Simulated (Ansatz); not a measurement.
Start from `NBCN` and change one atom or group to get `CBCN`.

Ansatz, PBE0-D4/def2-TZVP geometries, multiplicity 1. Each molecule was computed in one conformer, which needn't be the lowest.

```
                                        property  `NBCN`
             HOMO–LUMO gap (PBE/def2-TZVPP) / eV    4.51
  size of the dipole moment (PBE/def2-TZVPP) / D    2.49
              LUMO energy (PBE0/def2-TZVPP) / eV    0.47
             HOMO energy (B3LYP/def2-TZVPP) / eV   -6.28
size of the dipole moment (B3LYP/def2-TZVPP) / D    2.47
           LUMO energy (ωB97M-V/def2-TZVPP) / eV    2.22
```

(1) Give the same properties after the change, and the shifts. (An estimate is asked.)

## Answers

(1) Ansatz gave: 
```csv
property,`CBCN`,shift
HOMO–LUMO gap (PBE/def2-TZVPP) / eV,3.53,-0.98
size of the dipole moment (PBE/def2-TZVPP) / D,1.29,-1.20
LUMO energy (PBE0/def2-TZVPP) / eV,-0.67,-1.14
HOMO energy (B3LYP/def2-TZVPP) / eV,-6.47,-0.19
size of the dipole moment (B3LYP/def2-TZVPP) / D,1.31,-1.16
LUMO energy (ωB97M-V/def2-TZVPP) / eV,1.26,-0.96
```

With PBE0 the HOMO falls by 0.19 eV and the LUMO falls by 1.14 eV, so the gap narrows by about 0.95 eV. PBE moves the HOMO by -0.22 eV and ωB97M-V by -0.19 eV. The zero-point energy changes by 20.2 kJ/mol with +3 modes. Dipoles are sizes alone; their direction can turn.

B3LYP here is the variant with VWN-RPA as its local correlation; programs differ in this.
